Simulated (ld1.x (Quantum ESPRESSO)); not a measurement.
Before and after: TM potential for F

```json
{"Element": "F (Z = 9)", "Generator": "ld1.x (Quantum ESPRESSO) 7.5", "Type": "norm-conserving Troullier–Martins (Kleinman–Bylander form)", "Functional": "PBE", "Relativity": "scalar-relativistic", "Frozen core": "[He]", "Valence charge": "7", "Reference configuration": "2s2 2p5", "Partial waves": "2p (bound): rc 1.70 bohr; 2s (bound): rc 0.60 bohr", "Local potential": "the s channel", "Core correction": "none"}
```

All-electron outer shells of the reference configuration (PBE, scalar-relativistic, ld1.x):

```tsv
shell	level (eV)	outermost node (bohr)	outermost maximum (bohr)
1s	-663.37	–	0.11
2s	-29.90	0.24	0.76
2p	-11.11	–	0.71
```

Change: all radii scaled by about 1.34 (s 0.80, p 2.28 bohr).

Cutoffs: the cutoffs (Ry, on a coarse ladder) from which the occupation-weighted sum of valence levels, in a spherical-Bessel basis at the reference potential, stays within 10 and 1 mRy of its value at 400 Ry; they do not see the model core or the augmentation charge, which bear on the density cutoff. Errors are all-electron minus pseudo energies relative to the spin-unpolarised reference configuration.

How do hardness, ghosts and transferability respond?

The potential gets softer (180 Ry and 260 Ry → 100 Ry and 230 Ry); of the 7 tests that both files solve, the error grows in 7 and shrinks in 0 by more than 15 % and 0.3 meV (median size 133.7 → 382.6 meV); neither file shows a bound ghost at the reference potential, the only one tested. A larger radius leaves more room for a smooth pseudo-wave, so fewer plane waves are needed. More of the atom is replaced by a form fitted at one configuration, so other configurations suffer.

```tsv
quantity	base	changed
cutoff, loose	180 Ry	100 Ry
cutoff, tight	260 Ry	230 Ry
loose cutoff by channel (10 mRy a level)	p 45 Ry, s 90 Ry	p 30 Ry, s 80 Ry
bound ghosts	none	none
error for 2s2 2p4, meV [ΔE 19.39 eV]	+42	+187
error for 2s2 2p3, meV [ΔE 57.78 eV]	+398	+1377
error for 2s2 2p2, meV [ΔE 118.41 eV]	+1630	+4809
error for 2s2 2p4.5, meV [ΔE 7.54 eV]	+5.5	+31
error for 2s1 2p5, meV [ΔE 38.49 eV]	-134	-383
error for 2s1 2p6, meV [ΔE 18.81 eV]	+3.7	-72
error for 2s2 2p1, meV [ΔE 204.21 eV]	+4591	+12001
```

Changed file: These tests converged, but a pseudo level misses the all-electron one widely, so the file describes the atom poorly there or has found another state: 2s2 2p1: 2p by 9.6 eV.
